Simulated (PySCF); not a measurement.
ClH₃Si, SMILES [SiH3]Cl (connectivity only; charge and spin as stated), charge -1, multiplicity 2.

The structure is a stationary point at PBE-D3(BJ)/def2-TZVPD. The spin state was assumed, not searched. The isomer is the one that the SMILES or the coordinates give; other isomers of the formula were not compared.

All values below come from PBE-D3(BJ)/def2-TZVPD run with PySCF.

Frequencies are harmonic and unscaled.

```
mode  ν (cm⁻¹)  IR (km/mol)  moving atoms (share of kinetic energy)
----  --------  -----------  --------------------------------------
1          199         69.2                        Si 50 %, Cl 46 %
2          370          3.7                          H 89 %, Si 9 %
3          403         12.9                                  H 91 %
4          797         89.3                                  H 93 %
5          908        155.7                                  H 96 %
6          928         37.7                                  H 98 %
7         1755        595.5                                  H 97 %
8         2038        123.1                                  H 98 %
9         2052        245.2                                  H 96 %
```
